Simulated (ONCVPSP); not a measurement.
**Sr (Z = 38): excitation energies, all-electron against ONCV**

Sr, optimised norm-conserving Vanderbilt (ONCV), made with ONCVPSP 4.0.1 (PBE, scalar-relativistic). Core [Ar] 3d10, reference 4s2 4p6 5s1 5p1. Waves: 4s+5s: rc 2.35 bohr, ncon 3, nbas 7, qcut 6 1/bohr, 2 projectors; 4p+5p: rc 2.10 bohr, ncon 4, nbas 7, qcut 6 1/bohr, 3 projectors, debl 3.2 Ha; d scattering state at 0.21 Ha: rc 2.30 bohr, ncon 5, nbas 9, qcut 4.3 1/bohr, 3 projectors, debl 2.8 Ha. Local part: polynomial inside 1.90 bohr (lpopt 1, dvloc0 0 Ha). Core correction: polynomial model core, fcfact 0.15.

In the d channel the program set the typed energies aside and used 0.050, 2.850, 5.650 Ha.

Energies are relative to the spin-unpolarised reference configuration 4s2 4p6 5s1 5p1; without spin polarisation the order of configurations can differ from experiment.

```
valence configuration  charge  ΔE all-electron (eV)  error AE − PS (meV)
      4s2 4p6 5s2 5p0       0                -2.299                 -0.2
      4s2 4p6 5s1 5p0      +1                 3.586                 -0.3
      4s2 4p6 5s0 5p2       0                 2.408                 -0.3
```

(1) What are ΔE and the potential's error for 4s2 4p6 5s0 5p0?

Levels in the configuration 4s2 4p6 5s0 5p2:

```tsv
level	all-electron (eV)	pseudo (eV)
4s	-43.445	-43.454
4p	-25.307	-25.309
5p	-2.270	-2.270
```

Results:

(1) ΔE = 14.592 eV all-electron; the error (AE − PS) is -1.9 meV.
